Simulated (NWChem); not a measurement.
System: germanium monoxide (GeO, singlet); SMILES [Ge]=[O]

Input file for NWChem:

```
start job
memory heap 200 mb stack 900 mb global 1100 mb
geometry units angstroms noautoz
  Ge     0.000000     0.000000     0.339057
  O      0.000000     0.000000    -1.284500
end
basis spherical
  Ge library pcseg-1
  O library pcseg-1
end
dft
  xc pbe0
  iterations 150
  mulliken
end
task dft energy
```

Low-valent species are run as closed-shell singlets; no triplet was tried in these runs. Structure relaxed at the PBE0/def2-SVP level.

Q: Predict the main results of this run. (PBE0/pcseg-1.) Quantities: basis functions; energy (Ha); highest occupied level (eV); orbital gap (eV); dipole (D).

A: 
```
Quantity                        Value
---------------------------  --------
number of basis functions          41
energy (Ha)                  -2151.63
highest occupied level (eV)     -8.58
orbital gap (eV)                 6.54
dipole (D)                       3.36
```
